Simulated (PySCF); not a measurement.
A GIAO shielding run with PySCF 2.14.0 with density-fitted response routines (density fitting, non-relativistic, gas phase) on `FC(C[Si@H](C)F)(F)F`, C3H6F4Si:

```
$ OMP_NUM_THREADS=1 python probes_run.py task.json out

{"job": {"kind": "nmr", "xc": "PBE0", "basis": "pcSseg-1"}, "charge": 0, "multiplicity": 1}
C     -1.788906     0.719579     0.580235
Si    -0.897031    -0.613819    -0.414501
F     -1.515185    -2.055468    -0.019063
C      0.930928    -0.784165     0.123337
C      1.740951     0.396999    -0.307243
F      1.694247     0.602556    -1.636621
F      1.325906     1.547294     0.256418
F      3.044768     0.285351     0.003563
H     -2.838854     0.767963     0.305891
H     -1.740110     0.511710     1.647531
H     -1.357821     1.702521     0.416881
H     -1.009328    -0.537841    -1.861733
H      1.382301    -1.670164    -0.322316
H      1.027455    -0.872989     1.205456
```

Hardware: 1 thread of an Arm Neoverse V1, shared host. The job also computes population analyses, field gradients.

(1) How large is the calculation?

(2) How long does it take, and how much memory does it need?

## Answers

(1) 74 electrons, 173 basis functions and 922 auxiliary functions.

(2) 30 s of wall time, with 12 SCF cycles and 4 response iterations; peak memory 0.77 GiB. Times on a shared host scatter by some tens of per cent.
